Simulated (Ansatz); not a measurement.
Job for Ansatz (an electronic-structure program): R-CCSD(T)/def2-TZVPPD on BrH2Sb (SMILES [Br][SbH2]), atoms moved off the minimum. Elements past Kr take the def2 small-core potentials; no spin–orbit coupling. Files ending in .json are basis or fitting sets from the Basis Set Exchange. The run froze 23 orbitals, filled d shells among them.

Ansatz 0.2 input:
```yaml
crystal:
  periodic: [false, false, false]
  atoms:
    - {symbol: Sb, position_ang: [-0.66641025, -0.60505358, 0.48458720]}
    - {symbol: H, position_ang: [-0.22287902, -1.94621103, -0.52930998]}
    - {symbol: H, position_ang: [-1.91964078, -0.17402119, -0.38057074]}
    - {symbol: Br, position_ang: [0.88417851, 0.98620384, -0.77984607]}
basis:
  gaussian:
    orbitals: def2-TZVPPD.json
magnetization: {spin_polarized: false}
correlation: {method: ccsd_t, electrons: outside_noble_gas}
scf: {lower_state_search: off}
output: {forces: true}
```

Program output:

```
WARN ansatz: RAYON_NUM_THREADS=1 ignored (pool sized by the plan → 1); use --threads N
Functional definition: HF
these checks for a lower state are left out or cut short: starts, cluster_reference, orbital_swaps, neighbouring_geometries, increment
integrals: 0.33 GiB planned
1040 factors; integrals over basis functions are off by at most 6.2e-4 eV
mean field: 0.48 GiB planned
mean field evaluation 1: about -76541.1047 eV, gradient 1.3e1 eV
mean field evaluation 2: about -76541.1455 eV, gradient 1.3e1 eV
mean field evaluation 4: about -76541.8831 eV, gradient 1.8e0 eV
mean field evaluation 8: about -76541.9015 eV, gradient 1.3e-1 eV
mean field -76541.90173340 eV, -2812.8630067380 hartree, gradient 1.9e-6 eV, S^2 0.000000; 0 other end points of the search recorded, 0 dependent functions left out
23 core orbitals not correlated
reference -76541.90173340 eV, -2812.8630067380 hartree; 7, 7 occupied and 117, 117 virtual orbitals, 1040 factors
too little memory for Intel AMX tiles; the run may be slower
densities: 1.13 GiB planned
second order -7.82932707 eV of doubles, -0.00000000 eV of singles
coupled cluster: 0.68 GiB planned
cycle   1  -8.48422833 eV  change   -6.5e-1 eV  update   6.9e-2
cycle   2  -8.73921218 eV  change   -2.5e-1 eV  update   2.3e-2
cycle   3  -8.77109224 eV  change   -3.2e-2 eV  update   9.7e-3
cycle   4  -8.76658064 eV  change    4.5e-3 eV  update   3.2e-3
cycle   5  -8.76619534 eV  change    3.9e-4 eV  update   1.1e-3
cycle   6  -8.76628232 eV  change   -8.7e-5 eV  update   3.9e-4
cycle   7  -8.76628579 eV  change   -3.5e-6 eV  update   1.4e-4
cycle   8  -8.76632144 eV  change   -3.6e-5 eV  update   6.5e-5
cycle   9  -8.76632211 eV  change   -6.7e-7 eV  update   2.7e-5
cycle  10  -8.76630943 eV  change    1.3e-5 eV  update   1.1e-5
cycle  11  -8.76631177 eV  change   -2.3e-6 eV  update   5.1e-6
perturbative correction -0.34315384 eV, -0.0126106710 hartree
the calculation of the forces begins
mean field evaluation 16: about -76541.9017 eV, gradient 1.9e-6 eV
Total energy: -76551.01119901 eV, -2813.1977734245 hartree
Atom 0 at    -0.666410    -0.605054     0.484587 Å, force     2.326493    -0.690941     1.153007 eV/Å
Atom 1 at    -0.222879    -1.946211    -0.529310 Å, force    -0.255464     0.240078     0.151213 eV/Å
Atom 2 at    -1.919641    -0.174021    -0.380571 Å, force    -1.979157     0.521517    -1.441854 eV/Å
Atom 3 at     0.884179     0.986204    -0.779846 Å, force    -0.091872    -0.070654     0.137634 eV/Å
Dipole moment:    -0.360453    -0.309726     0.235493 e Å
Checks for a lower state left out: starts, cluster_reference, orbital_swaps, neighbouring_geometries, increment
```

The run converged.

Cost: around 60 core-seconds (rough).
